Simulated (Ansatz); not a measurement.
Geometry optimisation, UKS B3LYP/def2-SVP in Ansatz 0.2.0.

input.yaml

```yaml
crystal:
  periodic: [false, false, false]
  atoms:
    - { symbol: O, position_ang: [0.1236, -2.0426, 0.1824] }
    - { symbol: C, position_ang: [0.0623, -0.8059, 0.4143] }
    - { symbol: S, position_ang: [1.4656, -0.0309, 1.1465] }
    - { symbol: Sb, position_ang: [-1.589, 0.3781, -0.0516] }
    - { symbol: H, position_ang: [2.0567, 0.261, -0.1145] }
    - { symbol: H, position_ang: [-0.7731, 1.89, 0.1438] }
    - { symbol: H, position_ang: [-0.90835, -1.01418, -0.03576] }
magnetization:
  spin_polarized: true
basis:
  gaussian: { orbitals: def2-SVP }
hamiltonian:
  xc: b3lyp
relax:
  f_tol: 0.02
  max_steps: 50
```

Launched with:

```bash
$ ansatz run input.yaml --threads 2 --pin off --max-ram 3072MiB --backend cpu --events-out ev --progress --plain --runs-dir out
```

Problem. Where does it end, and by what steps?

Solution. It converged. After 26 steps the energy has fallen by 5.441 eV; H7 moved furthest, 1.75 Å. Parted: C2–H7 (1.09 → 2.84 Å).

| step | energy less start (eV) | largest force component (eV/Å) | accepted |
| --- | --- | --- | --- |
| 0 | 0.0000 | 6.556 | yes |
| 1 | -1.4950 | 3.052 | yes |
| 2 | -2.2298 | 2.892 | yes |
| 3 | -2.7751 | 2.415 | yes |
| 4 | -3.1999 | 1.201 | yes |
| 5 | -3.4846 | 0.766 | yes |
| 6 | -3.7905 | 2.287 | yes |
| 7 | -4.1558 | 1.209 | yes |
| 8 | -4.5609 | 1.129 | yes |
| 9 | -4.8760 | 0.733 | yes |
| 10 | -5.0394 | 0.624 | yes |
| 11 | -5.2049 | 0.414 | yes |
| 12 | -5.3037 | 1.003 | yes |
| 13 | -5.3576 | 0.981 | yes |
| 14 | -5.4190 | 0.491 | yes |
| 15 | -5.4275 | 0.274 | yes |
| 16 | -5.4375 | 0.072 | yes |
| 17 | -5.4366 | 0.320 | no |
| 18 | -5.4393 | 0.048 | yes |
| 19 | -5.4387 | 0.201 | no |
| 20 | -5.4402 | 0.064 | yes |
| 21 | -5.4402 | 0.151 | no |
| 22 | -5.4407 | 0.032 | yes |
| 23 | -5.4407 | 0.025 | yes |
| 24 | -5.4408 | 0.020 | yes |
| 25 | -5.4408 | 0.022 | yes |
| 26 | -5.4408 | 0.006 | yes |

```xyz
7
Properties=species:S:1:pos:R:3
O 0.446 -1.971 0.279
C 0.324 -0.795 0.453
S 1.691 0.319 0.848
Sb -1.712 0.197 0.425
H 2.637 -0.654 0.896
H -1.067 1.745 0.025
H -1.881 -0.206 -1.240
```

Time of the run: 100 s on 2 threads of Arm Neoverse V1 (shared host), peak memory 0.28 GiB.
